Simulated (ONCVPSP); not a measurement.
## Varying the ONCV potential for thallium

Base potential:

ONCVPSP 4.0.1 input, shortened (lines: element, Z, core and valence counts, functional; n l f; lmax; l rc ep ncon nbas qcut; lloc lpopt rc5 dvloc0; l nproj debl; icmod fcfact rcfact), LDA (Perdew-Wang 92), non-relativistic:

```
  Tl 81.00   10    5  -001012      upf
    1    0    2.00
    2    0    2.00
    2    1    6.00
    3    0    2.00
    3    1    6.00
    3    2   10.00
    4    0    2.00
    4    1    6.00
    4    2   10.00
    4    3   14.00
    5    0    2.00
    5    1    6.00
    5    2   10.00
    6    0    2.00
    6    1    1.00
    2
    0    1.35    0.00    4    9    6.90
    1    1.40    0.00    4    7   11.30
    2    2.15    0.00    4    9    7.40
    4    3    0.95    0.00
    0    2    3.30
    1    3    3.40
    2    2    1.50
    2    0.15    0.90
```

All-electron outer shells of the reference configuration (LDA (PZ), non-relativistic, ld1.x):

```tsv
shell	level (eV)	outermost node (bohr)	outermost maximum (bohr)
4d	-381.20	0.20	0.40
4f	-131.59	–	0.35
5s	-103.71	0.51	0.90
5p	-70.70	0.52	0.94
5d	-18.34	0.54	1.11
6s	-7.76	1.16	2.35
6p	-2.77	1.28	2.98
```

Cutoffs, loose and tight: the cutoffs (Ha) at which the residual kinetic energy of the hardest occupied pseudo-wave falls to 1 and 0.1 mHa per electron. They do not see the model core or the augmentation charge, which bear on the density cutoff. Test errors are all-electron minus pseudo excitation energies from the reference, over the configurations 5s2 5p6 5d10 6s2 6p0; 5s2 5p6 5d10 6s1 6p0; 5s2 5p6 5d10 6s0 6p0; 5s2 5p6 5d10 6s1 6p2. A dash means not determined; rows that change the core or the reference have their own tests.

```csv
change,outcome,"cutoff, loose","cutoff, tight",bound ghosts,GHOST(+) flags above zero,largest test error (meV)
base,generated,40 Ha,120 Ha,none,"s, p",-4.8
s: qcut 7; p: qcut 11.4; d: qcut 7.5,generated,41 Ha,117 Ha,none,"s, p",-4.5
s: qcut 7.6; p: qcut 12.4; d: qcut 8.1,generated,48 Ha,57 Ha,none,"s, p, d",-2.8
s: qcut 9.6; p: qcut 15.7; d: qcut 10.3,"failed: ERROR pspot: first pseudo wave function has node, program will stop",–,–,–,–,–
```

Q: What comes out with this change to the base: s: qcut 5.8; p: qcut 9.6; d: qcut 6.3?

A: outcome: generated; cutoff, loose: 105 Ha; cutoff, tight: 134 Ha; bound ghosts: none; GHOST(+) flags above zero: s, p; largest test error (meV): -9.8.

Q: What comes out with this change to the base: s: qcut 8.5; p: qcut 13.9; d: qcut 9.1?

A: outcome: failed: oncvpsp: lschvkbb ERROR 3 1 100. Cause: the bound-state solver with the separable projectors failed.

Q: What comes out with this change to the base: s: qcut 4.9; p: qcut 8; d: qcut 5.3?

A: outcome: generated; cutoff, loose: 122 Ha; cutoff, tight: 142 Ha; bound ghosts: none; GHOST(+) flags above zero: s, p, d; largest test error (meV): -16.
